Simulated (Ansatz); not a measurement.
`C=[C]([SiH3])[InH2]` and `C=C([SiH3])CF` differ in one atom or group.

Ansatz, PBE0-D4/def2-TZVP geometries, multiplicity 1. Each molecule was computed in one conformer, which needn't be the lowest.

Elements past krypton have def2 core potentials.

```json
{"property": "LUMO energy (B3LYP/def2-TZVPP) / eV", "`C=[C]([SiH3])[InH2]`": "-2.17"}
{"property": "HOMO–LUMO gap (PBE0/def2-TZVPP) / eV", "`C=[C]([SiH3])[InH2]`": "5.39"}
{"property": "LUMO energy (PBE0/def2-TZVPP) / eV", "`C=[C]([SiH3])[InH2]`": "-1.90"}
{"property": "size of the dipole moment (B3LYP/def2-TZVPP) / D", "`C=[C]([SiH3])[InH2]`": "0.72"}
{"property": "LUMO energy (PBE/def2-TZVPP) / eV", "`C=[C]([SiH3])[InH2]`": "-2.69"}
{"property": "LUMO energy (ωB97M-V/def2-TZVPP) / eV", "`C=[C]([SiH3])[InH2]`": "-0.35"}
```

**Question.** Give the same properties after the change, and the shifts. (An estimate is asked.)

**Answer.** Computed: 
```tsv
property	`C=C([SiH3])CF`	shift
LUMO energy (B3LYP/def2-TZVPP) / eV	-0.66	1.51
HOMO–LUMO gap (PBE0/def2-TZVPP) / eV	7.42	2.03
LUMO energy (PBE0/def2-TZVPP) / eV	-0.44	1.46
size of the dipole moment (B3LYP/def2-TZVPP) / D	1.06	0.34
LUMO energy (PBE/def2-TZVPP) / eV	-1.44	1.25
LUMO energy (ωB97M-V/def2-TZVPP) / eV	1.66	2.01
```

With PBE0 the HOMO falls by 0.57 eV and the LUMO rises by 1.46 eV, so the gap widens by about 2.03 eV. PBE moves the HOMO by -0.54 eV and ωB97M-V by -0.69 eV. Dipoles are sizes alone; their direction can turn.

B3LYP here is the variant with VWN-RPA as its local correlation; programs differ in this.
